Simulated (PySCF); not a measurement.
C₂H₆BFO₂, SMILES OB(CF)OC.

Geometry optimised at PBE-D3(BJ)/def2-SVP. This is a generated structure with no PubChem entry under its InChIKey; it may be hypothetical. Other conformers were not sampled.

Computed with PBE-D3(BJ)/def2-SVP in PySCF.

No scaling factor is applied to the harmonic values.

Computed vibrational spectrum:
| mode | ν (cm⁻¹) | IR (km/mol) | moving atoms (share of kinetic energy) |
|---|---|---|---|
| 1 | 30 | 0.0 | H 95 % |
| 2 | 85 | 2.0 | F 35 %, C 24 %, H 22 %, O 14 % |
| 3 | 147 | 12.5 | O 41 %, H 31 %, C 24 % |
| 4 | 177 | 5.6 | F 31 %, O 23 %, C 20 %, H 16 %, B 10 % |
| 5 | 263 | 15.4 | O 52 %, H 18 %, C 18 %, F 11 % |
| 6 | 384 | 2.5 | F 35 %, C 31 %, O 22 %, H 9 % |
| 7 | 454 | 8.1 | B 45 %, H 35 %, O 16 % |
| 8 | 541 | 5.2 | O 40 %, C 25 %, H 17 %, B 10 % |
| 9 | 632 | 71.8 | H 92 % |
| 10 | 772 | 0.8 | O 52 %, C 31 %, H 14 % |
| 11 | 858 | 21.1 | H 41 %, B 32 %, C 23 % |
| 12 | 950 | 139.8 | H 34 %, C 30 %, B 13 %, O 11 %, F 11 % |
| 13 | 1031 | 38.4 | C 42 %, F 28 %, H 22 % |
| 14 | 1080 | 56.9 | H 40 %, O 32 %, C 26 % |
| 15 | 1142 | 0.2 | H 76 %, C 19 % |
| 16 | 1161 | 8.6 | H 70 %, C 18 %, O 9 % |
| 17 | 1182 | 2.2 | H 91 % |
| 18 | 1240 | 90.6 | H 58 %, O 15 %, C 14 %, B 13 % |
| 19 | 1354 | 211.1 | B 50 %, C 18 %, O 16 %, H 15 % |
| 20 | 1383 | 137.7 | H 69 %, B 14 %, C 14 % |
| 21 | 1397 | 3.2 | H 93 % |
| 22 | 1423 | 1.0 | H 96 % |
| 23 | 1425 | 3.5 | H 97 % |
| 24 | 1505 | 273.2 | B 51 %, H 25 %, O 22 % |
| 25 | 2957 | 57.8 | H 98 % |
| 26 | 2960 | 18.3 | H 95 % |
| 27 | 3010 | 19.2 | H 90 %, C 10 % |
| 28 | 3044 | 24.9 | H 90 %, C 10 % |
| 29 | 3061 | 13.5 | H 90 %, C 10 % |
| 30 | 3663 | 106.5 | H 94 % |
